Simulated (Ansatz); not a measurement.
Harmonic frequencies (cm⁻¹) at PBE0-D4/def2-TZVP from Ansatz: 172, 282, 466, 800, 812, 936, 1146, 2346, 2704.

Task: Which molecule is it?
A. `N#CBF`
B. `FB(F)Cl`
C. `N#CBCl`
D. `ClBCl`

Result: C.
